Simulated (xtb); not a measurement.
C4H7BN2 (SMILES N#CC1CB(N)C1), singlet, from a rough starting geometry; GFN2-xTB run with xtb.

xtb was given this input:
```
$ xtb mol.xyz --gfn 2 --opt vtight --json

# file mol.xyz
14

N     -3.23795970     0.74969425     0.81429218
C     -2.32799346     0.27227878     0.29014176
C     -1.14444019    -0.34437332    -0.38214600
C     -0.01862715     0.69869134    -0.72997134
B      1.00823603    -0.21167171     0.02916020
N      2.50559718     0.08237177     0.32529289
C     -0.22216957    -0.92402411     0.67462864
H     -1.38845976    -0.91570154    -1.24820215
H      0.15068924     0.63313964    -1.83072009
H     -0.25187482     1.64693794    -0.30197412
H      3.01775290     0.06737007    -0.66338503
H      2.57768842     1.00354737     0.70951939
H     -0.44783158    -0.61223981     1.68912312
H     -0.25034047    -2.01594115     0.53915179
```

What the program printed (banner, timings and long lists left out):

```
   ID    Z sym.   atoms
    1    7 N      1, 6
    2    6 C      2-4, 7
    3    5 B      5
    4    1 H      8-14

           -------------------------------------------------
          |                Calculation Setup                |
           -------------------------------------------------

           -------------------------------------------------
          |                 G F N 2 - x T B                 |
           -------------------------------------------------

          ...................................................
          :                      SETUP                      :
          :.................................................:
          :  # basis functions                  35          :
          :  # atomic orbitals                  35          :
          :  # shells                           21          :
          :  # electrons                        36          :
          :  max. iterations                   250          :
          :  Hamiltonian                  GFN2-xTB          :
          :  restarted?                      false          :
          :  GBSA solvation                  false          :
          :  PC potential                    false          :
          :  electronic temp.          300.0000000     K    :
          :  accuracy                    1.0000000          :
          :  -> integral cutoff          0.2500000E+02      :
          :  -> integral neglect         0.1000000E-07      :
          :  -> SCF convergence          0.1000000E-05 Eh   :
          :  -> wf. convergence          0.1000000E-03 e    :
          :  Broyden damping             0.4000000          :
          :  net charge                          0          :
          :  unpaired electrons                  0          :
          ...................................................

 iter      E             dE          RMSdq      gap      omega  full diag
   1    -19.1699931 -0.191700E+02  0.640E+00    4.86       0.0  T
   2    -19.3016335 -0.131640E+00  0.482E+00    1.71       1.0  T
   3    -19.3504643 -0.488308E-01  0.258E+00    3.51       1.0  T
   4    -19.3727089 -0.222446E-01  0.969E-01    2.81       1.0  T
   5    -19.3837885 -0.110796E-01  0.319E-01    2.92       1.0  T
   6    -19.3833349  0.453597E-03  0.249E-01    3.21       1.0  T
   7    -19.3847249 -0.138998E-02  0.438E-02    3.06       1.0  T
   8    -19.3847587 -0.337951E-04  0.109E-02    3.04       2.5  T
[...]
 * total energy  :   -19.1707725 Eh     change       -0.2790022E-04 Eh
 * total energy  :   -19.1707801 Eh     change       -0.7562135E-05 Eh
 * total energy  :   -19.1707853 Eh     change       -0.5214204E-05 Eh
 * total energy  :   -19.1708113 Eh     change       -0.2594447E-04 Eh
 * total energy  :   -19.1708295 Eh     change       -0.1828621E-04 Eh
 * total energy  :   -19.1708497 Eh     change       -0.2018742E-04 Eh
 * total energy  :   -19.1708595 Eh     change       -0.9818757E-05 Eh
 * total energy  :   -19.1708580 Eh     change        0.1570964E-05 Eh
 * total energy  :   -19.1708625 Eh     change       -0.4570827E-05 Eh
 * total energy  :   -19.1708630 Eh     change       -0.4733182E-06 Eh
 * total energy  :   -19.1708632 Eh     change       -0.2156041E-06 Eh
 * total energy  :   -19.1708633 Eh     change       -0.4926204E-07 Eh
   *** GEOMETRY OPTIMIZATION CONVERGED AFTER 35 ITERATIONS ***
         :: total energy             -19.170863285562 Eh    ::
[...]
    14   1 H        0.925     0.028     2.619     2.531

 Mol. C6AA /au·bohr⁶  :       1963.605467
 Mol. C8AA /au·bohr⁸  :      46510.634134
 Mol. α(0) /au        :         67.128975

Wiberg/Mayer (AO) data.
largest (>0.10) Wiberg bond orders for each atom

 ---------------------------------------------------------------------------
     #   Z sym  total        # sym  WBO       # sym  WBO       # sym  WBO
 ---------------------------------------------------------------------------
     1   7 N    2.997 --     2 C    2.823
     2   6 C    3.942 --     1 N    2.823     3 C    1.064
     3   6 C    3.992 --     2 C    1.064     7 C    0.953     4 C    0.953
                             8 H    0.947
     4   6 C    3.960 --     5 B    0.979     9 H    0.971    10 H    0.966
                             3 C    0.953
     5   5 B    3.460 --     6 N    1.423     7 C    0.979     4 C    0.979
     6   7 N    3.382 --     5 B    1.423    12 H    0.953    11 H    0.953
     7   6 C    3.960 --     5 B    0.979    14 H    0.971    13 H    0.966
                             3 C    0.953
     8   1 H    0.998 --     3 C    0.947
     9   1 H    0.999 --     4 C    0.971
    10   1 H    0.999 --     4 C    0.966
    11   1 H    0.971 --     6 N    0.953
    12   1 H    0.971 --     6 N    0.953
    13   1 H    0.999 --     7 C    0.966
    14   1 H    0.999 --     7 C    0.971
 ---------------------------------------------------------------------------

Topologies differ in total number of bonds
Writing topology from bond orders to xtbtopo.mol

molecular dipole:
                 x           y           z       tot (Debye)
 q only:        1.981      -0.287      -0.276
   full:        2.221      -0.511      -0.497       5.928
molecular quadrupole (traceless):
                xx          xy          yy          xz          yz          zz
 q only:       -2.798       4.144       1.361       3.998      -0.968       1.437
  q+dip:       -5.342       5.941       2.610       5.750      -1.517       2.731
   full:       -6.139       6.736       3.005       6.533      -1.613       3.134

optimized geometry written to: xtbopt.xyz

           -------------------------------------------------
          | TOTAL ENERGY              -19.170863285562 Eh   |
          | GRADIENT NORM               0.000173845731 Eh/α |
          | HOMO-LUMO GAP               5.590883646447 eV   |
           -------------------------------------------------

normal termination of xtb
```
